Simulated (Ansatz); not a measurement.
Consider the substitution at a C–Al bond: `[NH2][AlH][CH]([SiH3])Cl` + HCl → `[SiH3]C(Cl)Cl` + `[NH2][AlH2]`.

Gas-phase electronic energies from Ansatz, PBE0-D4/def2-TZVP geometries. CCSD(T)/CBS adds triple-zeta CCSD(T) − MP2 to the extrapolated MP2 energy (def2 sets, frozen cores). This one scheme is used for every species. DFT in def2-TZVPP. Each species was taken in one conformer, which may not be the lowest.

`[NH2][AlH][CH]([SiH3])Cl`:

Cartesian coordinates in Å:
```
N -0.115 -0.948 2.328
Al -0.204 -1.201 0.590
C -0.695 0.333 -0.545
Si 0.684 0.980 -1.639
Cl -1.256 1.696 0.499
H -0.333 -0.072 2.776
H 0.144 -1.644 3.007
H 0.125 -2.614 -0.040
H -1.542 0.062 -1.185
H 0.245 2.157 -2.432
H 1.103 -0.112 -2.563
H 1.846 1.363 -0.795
```

HCl:

```xyz
2

Cl   -0.473    0.426    0.058
H     0.473   -0.426   -0.058
```

`[SiH3]C(Cl)Cl`:

Z-matrix (Å, degrees):
```
Si
C 1 1.897
H 1 1.484 2 108.3
H 1 1.484 2 108.3 3 119.6
H 1 1.480 2 107.7 3 -120.2
Cl 2 1.776 1 109.4 3 -178.5
Cl 2 1.776 1 109.4 3 59.0
H 2 1.088 1 113.4 3 -59.7
```

`[NH2][AlH2]`:

Cartesian coordinates in Å:
```
N -0.833 0.430 -0.014
Al 0.736 -0.380 0.013
H -1.095 1.199 0.582
H -1.595 0.190 -0.628
H 1.817 0.135 1.049
H 0.970 -1.574 -1.001
```

```
          level  ΔE (eV)
      r2SCAN-D4     0.88
  HF/def2-TZVPP     0.80
CCSD/def2-TZVPP     0.90
   HF/CBS(def2)     0.80
```

Question: What does CCSD(T)/CBS give? (Best estimate.)

Answer: Ansatz gave: +0.88 eV. The listed levels differ from it by 0.00, -0.08, 0.02, -0.08 eV.

Largest T1 diagnostic among the species: 0.011.

In def2-TZVPP, CCSD(T) changes the Hartree–Fock value by +0.09 eV (the triples alone add −0.00 eV) and MP2 by +0.09 eV. From PBE to PBE0 (25 % exact exchange), in def2-TZVPP and without D4, ΔE moves by +0.05 eV. The D4 term adds +0.05 eV with B3LYP and +0.03 eV with PBE0; it sums over pairs of atoms, weighted by their polarisabilities, and B3LYP, whose exchange is more repulsive, gets the larger term.

B3LYP here is the variant with VWN-RPA as its local correlation; programs differ in this.
